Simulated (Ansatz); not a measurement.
Geometry optimisation, Ansatz 0.2.0, UKS PBE/6-31G.

input.yaml

```yaml
crystal:
  periodic: [false, false, false]
  atoms:
    - { symbol: B, position_ang: [0.72361, -1.27302, 0.12198] }
    - { symbol: "N", position_ang: [-0.53723, -0.71277, -0.16141] }
    - { symbol: C, position_ang: [0.09893, 0.5608, 0.04903] }
    - { symbol: O, position_ang: [1.34099, -0.03377, 0.32807] }
    - { symbol: H, position_ang: [-1.49535, -0.87371, -0.40624] }
    - { symbol: H, position_ang: [0.14867, 1.20322, -0.8395] }
    - { symbol: H, position_ang: [-0.27963, 1.12924, 0.90806] }
magnetization:
  spin_polarized: true
  initial_magnetization: 1
basis:
  gaussian: { orbitals: "6-31G" }
hamiltonian:
  xc: pbe
relax:
  f_tol: 0.02
  max_steps: 50
output:
  orbitals: {}
```

Launched with:

```bash
$ ansatz run input.yaml --threads 1 --pin off --max-ram 2048MiB --backend cpu --events-out ev --progress --plain --runs-dir out
```

Question: Where does it end, and by what steps?

Answer: The forces met the threshold. Limits of this set-up: no polarisation functions. After 5 steps the energy has fallen by 0.267 eV; O4 moved furthest, 0.07 Å.

```
step  energy less start (eV)  largest force component (eV/Å)  accepted
   0                  0.0000                           3.499       yes
   1                 -0.1911                           1.662       yes
   2                 -0.2623                           0.336       yes
   3                 -0.2650                           0.197       yes
   4                 -0.2665                           0.092       yes
   5                 -0.2667                           0.004       yes
```

```xyz
7
Properties=species:S:1:pos:R:3
B 0.710 -1.316 0.118
N -0.556 -0.711 -0.167
C 0.076 0.608 0.045
O 1.405 -0.056 0.343
H -1.510 -0.939 -0.412
H 0.155 1.245 -0.850
H -0.280 1.169 0.923
```

Run time: 11 s on 1 thread of Intel(R) Xeon(R) Platinum 8488C (Sapphire Rapids) (shared host), peak memory 0.19 GiB.
